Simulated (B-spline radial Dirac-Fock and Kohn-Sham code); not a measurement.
**Atomic SCF run for Be²⁺**

ΔSCF core binding energies without Breit or QED terms, calculated with an atomic code on a B-spline grid. Keys: rel is the Hamiltonian (dirac, or spin-free x2c and nr, where L3 and M5 stand for the whole 2p and 3d shells), method is hf or an exchange,correlation pair (spin-unpolarised, also for the hole states), nuc the nuclear model, radius_factor scales its radius, rmax is the box in bohr, h the logarithmic mesh step, order the B-spline order, points the quadrature points per cell, c_factor scales the speed of light, and damp, ndamp, maxit and tol steer the iteration. The run stops when the commutator error falls below 10·tol·max(1, Z/10), or the numerical noise floor, and the energy has settled to about 1e-8 Ha; the virial ratio is −V/T.

Input (task.json):

```json
{"items": [{"Z": 4, "q": 2, "cfg": [[1, 0, 2]], "A": 9, "rrms": 2.519, "do": "settings", "holes": ["K", "L3", "M5"],
  "settings": [{"rel": "dirac", "method": "hf", "nuc": "fermi", "radius_factor": 1.0, "rmax": 1.0, "h": 0.3, "order": 8, "points": 10, "c_factor": 1.0, "maxit": 56, "damp": 0.5, "ndamp": 3, "tol": 1e-08}]}]}
```

Command: `python xray2_run.py task.json out`

Ground-state iterations:

```
iter   energy (Ha)        error
   1      -12.65138279  2.76e-01
   2      -12.78417444  9.85e-03
   3      -12.78434077  5.12e-03
   4      -12.78438627  2.66e-03
   5      -12.78440337  1.35e-04
   6      -12.78440340  2.01e-06
   7      -12.78440340  2.31e-08
```

The ground state converged in 7 iterations, with total energy -12.78440 Ha, virial ratio 1.74381 and highest orbital energy -138.45 eV. ΔSCF binding energies: K (1s) 137.6 eV. Holes are computed only in closed shells, and unreliable hole states are left out.

Q: One setting is unsound. Which, and why?

A: rmax squeezes the outer orbitals. With the default settings (Dirac Hartree-Fock): The ground state converged in 8 iterations, with total energy -13.61400 Ha, virial ratio 1.99960 and highest orbital energy -154.24 eV. ΔSCF binding energies: K (1s) 152.7 eV. Holes are computed only in closed shells, and unreliable hole states are left out.
